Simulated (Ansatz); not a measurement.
`FCCC(F)(F)F` → `FCC(F)(F)F` + `[CH2]` (triplet) at 298.15 K and 1 bar (formal loss of a carbene).

Gas-phase electronic energies from Ansatz, PBE0-D4/def2-TZVP geometries. CCSD(T)/CBS adds triple-zeta CCSD(T) − MP2 to the extrapolated MP2 energy (def2 sets, frozen cores). This one scheme is used for every species. Triplets are unrestricted, without spin–orbit coupling. Each species was taken in one conformer, which may not be the lowest.

| species | CCSD(T)/CBS energy (Eh) | H − E (kJ/mol) | S (J/(mol·K)) |
| --- | --- | --- | --- |
| `FCCC(F)(F)F` | -515.73968 | 215.4 | 348.5 |
| `FCC(F)(F)F` | -476.47126 | 136.6 | 316.0 |
| `[CH2]` (triplet) | -39.09499 | 55.4 | 195.3 |

H − E and S are ideal-gas, rigid-rotor, harmonic terms from PBE0-D4/def2-TZVP, for one conformer and one mirror image of each species, with the whole ground term of open shells counted as degenerate. 1 Eh = 2625.50 kJ/mol, R = 8.31446 J/(mol·K).

Question: By hand: ΔE, ΔH, ΔS and ΔG.

Answer: ΔE = (-476.47126) + (-39.09499) − (-515.73968) = 0.17343 Eh = 455.3 kJ/mol. Δ(H − E) = 136.6 + 55.4 − 215.4 = -23.4, so ΔH = 431.9 kJ/mol. ΔS = 316.0 + 195.3 − 348.5 = 162.8 J/(mol·K). ΔG = 431.9 − 298.15 × (162.8)/1000 = 383.4 kJ/mol.

Question: By hand: the equilibrium constant, and the temperature at which ΔG would vanish if ΔH and ΔS stayed fixed.

Answer: log₁₀ K = −ΔG/(RT ln 10) = -67.2. ΔG = 0 at ΔH/ΔS = 2653 K, far beyond where these terms or the molecules hold.

The number of gas molecules changes by +1, which sets the sign of ΔS. A doubt of 5 kJ/mol in ΔE shifts log₁₀ K by 0.9 here. Other conformers and mirror images would add mixing entropy, several J/(mol·K) or more a flexible species. A triplet takes part, so the spin changes. These are equilibria of isolated gas molecules and say nothing of rates. Largest T1 diagnostic: 0.011 (customary marks: 0.02 for closed shells, 0.045 for open ones).
